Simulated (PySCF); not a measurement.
A structure optimised at B3LYP-D3(BJ)/def2-TZVPD, used in a PySCF frequency run:

```xyz
2

Ag     0.0000     0.0000    -0.6139
Cl     0.0000     0.0000     1.6972
```

Q: Write its SMILES, formula and point group.

A: [Cl][Ag], AgCl, C∞v

Q: What are its rotational constants (standard atomic weights)?

A: 3.5463 GHz (linear rotor, B only)
